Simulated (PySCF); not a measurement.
UHF on Ga⁺ (gallium, charge +1)

Configuration: [Ar] 3d10 4s2, closed-shell 1S. All numbers are calculated (PySCF 2.14, scalar relativity by spin-free X2C-1e, in cc-pVTZ-DK (6s5p3d1f, 43 functions)).

```json
{
  "Total energy": "-1941.971459 hartree",
  "One-electron energy": "-2699.7191 hartree",
  "Hartree (Coulomb) energy": "832.0905 hartree",
  "Exchange energy": "-74.3429 hartree",
  "⟨S²⟩": "0.0000",
  "⟨L²⟩": "0.000",
  "Sum of ⟨r⟩": "19.58 bohr",
  "Sum of ⟨r²⟩": "24.90 bohr²",
  "Langevin diamagnetic susceptibility": "-19.7 ×10⁻⁶ cm³/mol",
  "Time after the integrals": "0.09 s of wall time on 1 thread of Neoverse-V2 (shared host)"
}
```

```
shell  electrons  mean orbital energy (hartree)  rms radius, mean of both spins (bohr)
   1s          2                     -383.99223                                 0.0560
   2s          2                      -49.58574                                  0.235
   2p          6                      -43.04343                                  0.211
   3s          2                       -6.88268                                  0.698
   3p          6                       -4.82614                                  0.738
   3d         10                       -1.46859                                  0.895
   4s          2                       -0.69961                                   2.48
```

Densities and radii are taken from the X2C orbitals without a picture-change correction, which distorts them close to the nucleus.
